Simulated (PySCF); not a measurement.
# Ionisation energy along the 5-electron series

Calculated with PySCF 2.14 and a two-component X2C-1e Hamiltonian (Gaussian nucleus, no Breit or QED terms), each ion in its own even-tempered basis scaled to its charge; GMP2 freezes nothing and drops the highest virtual spinors. Values in eV. NIST values: (m) measured, (s) semi-empirical, (t) theoretical.

| ion | configuration | GHF (spin-free) | GMP2 (spin-free) | GHF (screened spin-orbit) | GMP2 (screened spin-orbit) | NIST |
| --- | --- | --- | --- | --- | --- | --- |
| Fe²¹⁺ | [He] 2s2 2p1 | 1791.1 | 1790.6 | 1801.4 | 1800.8 | 1798.4 ± 0.8 (s) |
| Co²²⁺ | [He] 2s2 2p1 | 1951.9 | 1951.4 | 1964.1 | 1963.5 | 1960.8 ± 0.8 (s) |
| Cu²⁴⁺ | [He] 2s2 2p1 | 2294.5 | 2293.9 | 2311.1 | 2310.4 | 2307.3 ± 1 (s) |

Problem. Fill in the row of Ni²³⁺.

Solution. configuration: [He] 2s2 2p1; GHF (spin-free): 2119.7; GMP2 (spin-free): 2119.1; GHF (screened spin-orbit): 2134.0; GMP2 (screened spin-orbit): 2133.3; NIST: 2130.5 ± 0.9 (s).
